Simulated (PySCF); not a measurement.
Computed shifts of a molecule C3H6BFN2, HF/pcSseg-1 (PySCF), GIAO, gas phase, equivalent atoms averaged, in ppm (number of nuclei): ¹⁵N: 71.8 (1), 26.8 (1). ¹³C: 110.6 (1), 88.0 (1), 32.2 (1). ¹⁹F: -89.0 (1). ¹H: 3.50 (2), 3.27 (2), 0.86 (1), 0.68 (1). References: ¹⁵N against NH3 (σ = 267.3 ppm); ¹³C against TMS (σ = 192.6 ppm); ¹¹B against BF3 (σ = 102.7 ppm); ¹⁹F against CFCl3 (σ = 238.5 ppm); ¹H against TMS (σ = 31.99 ppm), references at their B3LYP-D3(BJ)/def2-TZVP geometries, non-relativistic. The structure is a stationary point at ωB97X-D3(BJ)/def2-SVP. The values are those of a single conformer.

Q: Which structure fits?
A. NCC#CB(N)F
B. C=C=CNB(N)F
C. C=C=C(F)B(N)N
D. NCC1=NCB1F

A: A, NCC#CB(N)F
